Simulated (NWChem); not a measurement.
Everything below was run with NWChem. System: H3BF3N, charge 0, spin multiplicity 1, at a geometry optimised with PBE0/def2-SVP. The structure started from a generated list of species. Level: RHF/def2-TZVP.

NWChem printed:

```
             Northwest Computational Chemistry Package (NWChem) 7.3.0
             --------------------------------------------------------

                                NWChem Input Module
                                -------------------

 Scaling coordinates for geometry "geometry" by  1.889725989
 (inverse scale =  0.529177249)

                             Geometry "geometry" -> ""
                             -------------------------

 Output coordinates in angstroms (scale by  1.889725989 to convert to a.u.)

  No.       Tag          Charge          X              Y              Z
 ---- ---------------- ---------- -------------- -------------- --------------
    1 B                    5.0000    -0.02674000     0.13102600     0.16758200
    2 F                    9.0000     1.21032600     0.18004400     0.74501000
    3 F                    9.0000    -0.97887100    -0.49349200     0.92228900
    4 F                    9.0000    -0.43402400     1.30606900    -0.39769300
    5 N                    7.0000     0.18246000    -0.89408300    -1.14357300
    6 H                    1.0000    -0.68538500    -0.96913900    -1.67545800
    7 H                    1.0000     0.45179700    -1.82540500    -0.82452200
    8 H                    1.0000     0.91318900    -0.53559500    -1.75937300

 Effective nuclear repulsion energy (a.u.)     191.4831577830

            Nuclear Dipole moment (a.u.)
            ----------------------------
        X                 Y               Z
 ---------------- ---------------- ----------------
    -0.0000000000    -0.0000018897     0.0000000000


 Summary of "ao basis" -> "" (spherical)
 ------------------------------------------------------------------------------
       Tag                 Description            Shells   Functions and Types
 ---------------- ------------------------------  ------  ---------------------
 *                         def2-tzvp                  on all atoms

 Summary of "ao basis" -> "ao basis" (spherical)
 ------------------------------------------------------------------------------
       Tag                 Description            Shells   Functions and Types
 ---------------- ------------------------------  ------  ---------------------
 B                         def2-tzvp                11       31   5s3p2d1f
 F                         def2-tzvp                11       31   5s3p2d1f
 N                         def2-tzvp                11       31   5s3p2d1f
 H                         def2-tzvp                 4        6   3s1p

                                 NWChem SCF Module
                                 -----------------

  ao basis        = "ao basis"
  functions       =   173
  atoms           =     8
  closed shells   =    21
  open shells     =     0
  charge          =   0.00
  wavefunction    = RHF
  use symmetry    = F
  symmetry adapt  = F

 Summary of "ao basis" -> "ao basis" (spherical)
 ------------------------------------------------------------------------------
       Tag                 Description            Shells   Functions and Types
 ---------------- ------------------------------  ------  ---------------------
 B                         def2-tzvp                11       31   5s3p2d1f
 F                         def2-tzvp                11       31   5s3p2d1f
 N                         def2-tzvp                11       31   5s3p2d1f
 H                         def2-tzvp                 4        6   3s1p

 Forming initial guess at       0.1s

      Superposition of Atomic Density Guess
      -------------------------------------

 Sum of atomic energies:        -378.59992738

      Non-variational initial energy
      ------------------------------

 Total energy =    -380.162274
 1-e energy   =    -905.613512
 2-e energy   =     333.968080
 HOMO         =      -0.477280
 LUMO         =       0.050226

 Starting SCF solution at       2.1s

 ----------------------------------------------
         Quadratically convergent ROHF

 Convergence threshold     :          1.000E-07
 Maximum no. of iterations :          100
 Final Fock-matrix accuracy:          1.000E-09
 ----------------------------------------------

              iter       energy          gnorm     gmax       time
             ----- ------------------- --------- --------- --------
                 1     -379.4926763902  1.39D+00  2.27D-01      3.6
                 2     -379.5792882272  3.96D-01  8.14D-02      6.7
                 3     -379.5887168314  2.02D-02  4.08D-03     10.6
                 4     -379.5887570797  9.24D-05  2.12D-05     17.1
                 5     -379.5887570806  1.67D-08  4.11D-09     28.5

       Final RHF  results
       ------------------

         Total SCF energy =   -379.588757080617
      One-electron energy =   -909.840076392929
      Two-electron energy =    338.768161529314
 Nuclear repulsion energy =    191.483157782997

        Time for solution =     26.4s

             Final eigenvalues
             -----------------

              1
    1  -26.2526
    2  -26.2526
    3  -26.2526
    4  -15.6598
    5   -7.7067
    6   -1.5984
    7   -1.5530
    8   -1.5530
    9   -1.2681
   10   -0.7968
   11   -0.7589
   12   -0.7589
   13   -0.7201
   14   -0.7089
   15   -0.7089
   16   -0.6284
   17   -0.6284
   18   -0.6030
   19   -0.6030
   20   -0.5842
   21   -0.5559
   22    0.0871
   23    0.1591
   24    0.1591
   25    0.1919
   26    0.2339
   27    0.2339
   28    0.2341
   29    0.3842
   30    0.4116
   31    0.4116

                       ROHF Final Molecular Orbital Analysis
                       -------------------------------------

 Vector   19  Occ=2.000000D+00  E=-6.029814D-01
              MO Center=  2.6D-01,  3.8D-01,  3.4D-01, r^2= 2.2D+00
   Bfn.  Coefficient  Atom+Function         Bfn.  Coefficient  Atom+Function
  ----- ------------  ---------------      ----- ------------  ---------------
   101      0.235445  4 F  pz                37      0.227702  2 F  px
    38     -0.224650  2 F  py               104      0.206008  4 F  pz
    40      0.199282  2 F  px                41     -0.196981  2 F  py
    68      0.164846  3 F  px                99      0.150462  4 F  px

 Vector   20  Occ=2.000000D+00  E=-5.842220D-01
              MO Center= -6.7D-02,  3.3D-01,  4.2D-01, r^2= 2.2D+00
   Bfn.  Coefficient  Atom+Function         Bfn.  Coefficient  Atom+Function
  ----- ------------  ---------------      ----- ------------  ---------------
    99      0.280180  4 F  px               102      0.243511  4 F  px
    38     -0.230194  2 F  py                68     -0.210601  3 F  px
    41     -0.200083  2 F  py                71     -0.183020  3 F  px
    39      0.169243  2 F  pz               105      0.157450  4 F  px

 Vector   21  Occ=2.000000D+00  E=-5.559198D-01
              MO Center=  5.5D-02, -2.7D-01, -3.4D-01, r^2= 2.4D+00
   Bfn.  Coefficient  Atom+Function         Bfn.  Coefficient  Atom+Function
  ----- ------------  ---------------      ----- ------------  ---------------
   132      0.236185  5 N  pz               135      0.235388  5 N  pz
   131      0.184665  5 N  py               134      0.184042  5 N  py
    70      0.170553  3 F  pz                39      0.163687  2 F  pz
   100      0.153932  4 F  py

 Vector   22  Occ=0.000000D+00  E= 8.710997D-02
              MO Center=  2.5D-01, -1.2D+00, -1.6D+00, r^2= 5.2D+00
   Bfn.  Coefficient  Atom+Function         Bfn.  Coefficient  Atom+Function
  ----- ------------  ---------------      ----- ------------  ---------------
   129      2.781870  5 N  s                158     -0.973402  6 H  s
   164     -0.973385  7 H  s                170     -0.973406  8 H  s
     5     -0.585989  1 B  s                 11      0.330683  1 B  pz
   128     -0.322934  5 N  s                  4      0.287967  1 B  s
    10      0.258553  1 B  py               127      0.234616  5 N  s

 Vector   23  Occ=0.000000D+00  E= 1.590603D-01
              MO Center= -1.6D-01, -6.3D-01, -1.9D+00, r^2= 5.3D+00
   Bfn.  Coefficient  Atom+Function         Bfn.  Coefficient  Atom+Function
  ----- ------------  ---------------      ----- ------------  ---------------
   158      1.983605  6 H  s                170     -1.665211  8 H  s
   136      1.098753  5 N  px                12     -0.391626  1 B  px
   164     -0.318408  7 H  s                 36      0.303308  2 F  s
    67     -0.254456  3 F  s                130      0.189370  5 N  px
   137      0.162921  5 N  py

 Vector   24  Occ=0.000000D+00  E= 1.590609D-01
              MO Center=  6.1D-01, -1.6D+00, -9.8D-01, r^2= 5.3D+00
   Bfn.  Coefficient  Atom+Function         Bfn.  Coefficient  Atom+Function
  ----- ------------  ---------------      ----- ------------  ---------------
   164      2.106625  7 H  s                170     -1.329074  8 H  s
   137      0.864785  5 N  py               158     -0.777566  6 H  s
   138     -0.691804  5 N  pz                98      0.322024  4 F  s
    13     -0.307640  1 B  py                14      0.247345  1 B  pz
    67     -0.203314  3 F  s

 center of mass
 --------------
 x =  -0.02006727 y =   0.09833237 z =   0.12577044

 moments of inertia (a.u.)
 ------------------
         385.624765353408           1.366732125777           1.749645175612
           1.366732125777         379.199159354628          -8.574182528021
           1.749645175612          -8.574182528021         374.941642119886

  Mulliken analysis of the total density
  --------------------------------------

    Atom       Charge   Shell Charges
 -----------   ------   -------------------------------------------------------
    1 B    5     4.20   0.91  1.07  0.42  0.13  0.00  0.85  0.28  0.06  0.18  0.21  0.09
    2 F    9     9.40   0.77  1.20  0.59  0.99  0.37  2.26  2.29  0.92  0.00  0.01  0.00
    3 F    9     9.40   0.77  1.20  0.59  0.99  0.37  2.26  2.29  0.92  0.00  0.01  0.00
    4 F    9     9.40   0.77  1.20  0.59  0.99  0.37  2.26  2.29  0.92  0.00  0.01  0.00
    5 N    7     7.48   0.82  1.16  0.51  0.87  0.08  1.52  1.83  0.66  0.01  0.03  0.00
    6 H    1     0.71   0.25  0.38  0.04  0.03
    7 H    1     0.71   0.25  0.38  0.04  0.03
    8 H    1     0.71   0.25  0.38  0.04  0.03

       Multipole analysis of the density wrt the origin
       ------------------------------------------------

     L   x y z        total         open         nuclear
     -   - - -        -----         ----         -------
     0   0 0 0     -0.000000      0.000000     42.000000

     1   1 0 0      0.309079      0.000000     -0.000000
     1   0 1 0     -1.514547      0.000000     -0.000002
     1   0 0 1     -1.937171      0.000000      0.000000

     2   2 0 0    -21.606058      0.000000     90.160420
     2   1 1 0     -0.583447      0.000000     -2.149897
     2   1 0 1     -0.746189      0.000000     -2.750509
     2   0 2 0    -18.866406      0.000000    100.259858
     2   0 1 1      3.656423      0.000000     13.478205
     2   0 0 2    -17.048291      0.000000    106.958633

 Task  times  cpu:       28.5s     wall:       28.5s

 Total times  cpu:       28.5s     wall:       28.5s
```

Task: Write an NWChem input that would produce this output.

Result: Several could match; the one computed here: 
```
start mol
memory heap 200 mb stack 900 mb global 1100 mb
geometry units angstroms nocenter noautoz noautosym
  B     -0.026740     0.131026     0.167582
  F      1.210326     0.180044     0.745010
  F     -0.978871    -0.493492     0.922289
  F     -0.434024     1.306069    -0.397693
  N      0.182460    -0.894083    -1.143573
  H     -0.685385    -0.969139    -1.675458
  H      0.451797    -1.825405    -0.824522
  H      0.913189    -0.535595    -1.759373
end
basis spherical
  * library def2-tzvp
end
scf
  rhf
  nopen 0
  maxiter 100
  thresh 1e-7
  semidirect memsize 60000000 filesize 0
end
task scf energy
```
